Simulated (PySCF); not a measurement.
H₄MoN₂OS, SMILES [NH]=[Mo]([NH2])(=[O])[SH], multiplicity 1.

Geometry optimised at B3LYP-D3(BJ)/def2-SVP. The spin state was assumed, not searched. The structure was generated by enumeration; whether it is a known compound was not checked. The def2 effective core potentials stand for the cores of Mo; spin–orbit coupling is left out. Other conformers were not sampled.

Two levels are set side by side: PBE/def2-TZVP (PySCF) and PBE0/def2-TZVP (PySCF). Same geometry, gas phase. Differences are taken from unrounded values.

| quantity | PBE0 | PBE | PBE minus PBE0 |
|---|---|---|---|
| orbital gap (eV) | 5.30 | 3.41 | -1.88 |
| highest occupied level (eV) | -7.35 | -6.15 | 1.20 |
| lowest empty level (eV) | -2.05 | -2.74 | -0.68 |
| dipole moment (D) | 2.59 | 2.54 | -0.05 |
| mean polarisability (bohr³) | 79.1 | 81.2 | 2.1 |

Without exact exchange PBE keeps part of each electron's self-repulsion, which lifts occupied levels and narrows the gap. Differences between two approximate levels are no errors against the true value.

Rough cost on one machine, each run with all the roots and properties that it gave: PBE0 against PBE within a factor of 2.
